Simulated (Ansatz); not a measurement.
`[AlH2][SiH2][ZnH]` + H₂O → `O[SiH2][AlH2]` + `[ZnH2]`  (formal hydrolysis of the Si–Zn bond)

Calculated with Ansatz (gas phase, PBE0-D4/def2-TZVP geometries, no zero-point term in ΔE). CBS: MP2 limit from def2 TZ/QZ plus the TZ coupled-cluster correction, frozen cores. This one scheme is used for every species. Functionals use def2-TZVPP. HSE06 is defined as in plane-wave codes. For Zn outer-core shells are correlated without core-valence functions, which leaves a few kJ/mol of doubt a bond. Scalar relativity is left out up to krypton. Each species was taken in one conformer, which may not be the lowest.

`[AlH2][SiH2][ZnH]`:

```xyz
8

Al   -1.420    0.128   -1.158
Si    0.767    0.426   -0.137
Zn    0.985   -0.792    1.894
H    -1.691   -1.092   -2.142
H    -2.631    1.084   -0.773
H     1.024    1.869    0.159
H     1.849   -0.029   -1.064
H     1.116   -1.594    3.221
```

H₂O:

```xyz
3

O    -0.369    0.063    0.105
H     0.102   -0.773    0.102
H     0.267    0.709   -0.207
```

`O[SiH2][AlH2]`:

Cartesian coordinates in Å:
```
O 0.316 -0.913 -1.589
Si 0.497 -0.581 0.028
Al -0.939 1.325 0.622
H 0.828 -1.641 -1.944
H 0.164 -1.789 0.850
H 1.934 -0.296 0.346
H -0.950 1.824 2.132
H -1.849 2.071 -0.444
```

`[ZnH2]`:

```xyz
3

Zn    0.000    0.000    0.000
H     0.425    1.310   -0.698
H    -0.425   -1.310    0.698
```

Q: Is it downhill or uphill in electronic energy at CCSD(T)/CBS, and by how much? (Estimate.)

A: Computed: Downhill: ΔE = -26.6 kJ/mol.

Q: What do these levels give: r2SCAN-D4, B97M-V, HSE06-D4, ωB97M-V, PBE0, CAM-B3LYP, LC-ωPBE, HF/def2-SVP, CCSD/def2-SVP, MP2/def2-TZVPP, MP2/def2-QZVPP, MP2/CBS(def2)? (Estimate.)

A: Computed: r2SCAN-D4 -27.2, B97M-V -35.0, HSE06-D4 -17.0, ωB97M-V -35.4, PBE0 -18.6, CAM-B3LYP -45.7, LC-ωPBE -33.2, HF/def2-SVP -35.6, CCSD/def2-SVP -17.1, MP2/def2-TZVPP -34.2, MP2/def2-QZVPP -31.8, MP2/CBS(def2) -29.3 kJ/mol.

Largest T1 diagnostic among the species: 0.016.

In def2-TZVPP, CCSD(T) changes the Hartree–Fock value by +25.8 kJ/mol (the triples alone add +4.0 kJ/mol) and MP2 by +23.1 kJ/mol. At CCSD(T), def2-SVP lies +11.6 kJ/mol from the extrapolated value and def2-TZVPP −4.9 kJ/mol. From BLYP to BHLYP (50 % exact exchange), in def2-TZVPP and without D4, ΔE moves by −11.0 kJ/mol.
